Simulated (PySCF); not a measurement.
Spin states and ions at one geometry of TlH3

PySCF 2.14.0, RKS B3LYP, Tl def2-SVP with ECP60, H def2-SVP; non-relativistic Hamiltonian with scalar-relativistic core potentials where named; density fitting; no spin-orbit coupling; singlets restricted, open shells unrestricted. The geometry is relaxed for charge 0, singlet, vacuum:

```xyz
4

Tl    0.4819    0.0000    0.0000
H    -0.3952    0.0000    1.5240
H    -0.3952    0.0000   -1.5240
H     2.2402    0.0000    0.0000
```

Energies count from the relaxed state; an electron taken off or put on is at rest in vacuum. Charges and spins are Mulliken's.

```tsv
state	energy (eV)	spin squared	charge on Tl1 (e)	spin on Tl1 (e)	dipole about the centre of mass (D)
charge 0, singlet, vacuum	0.00	0.00	0.24	0.00	0.00
charge 0, triplet, vacuum	4.47	2.01	-0.18	1.22	1.24
charge -1, doublet, vacuum	-0.15	0.75	-0.60	1.08	0.01
```

What does the state charge +1, doublet, vacuum give?

energy (eV) 10.35, spin squared 0.76, charge on Tl1 (e) 0.61, spin on Tl1 (e) 0.20, dipole about the centre of mass (D) 1.24.

With an electron taken off (doublet) the charges change, summed by element, by Tl +0.37 e, H +0.63 e. The vertical ionisation energy is 10.35 eV, against −ε(HOMO) = 7.80 eV of the relaxed state. The level lies 2.6 eV too high, as is usual for semilocal functionals and global hybrids, which keep a self-interaction error.

With an electron put on (doublet) the charges change, summed by element, by Tl -0.84 e, H -0.16 e. The vertical electron affinity is 0.15 eV, against −ε(LUMO) = 2.12 eV of the relaxed state. The basis has no diffuse functions, which an added electron needs. The added electron's level lies above zero.

Open shells may have lower solutions than those found.
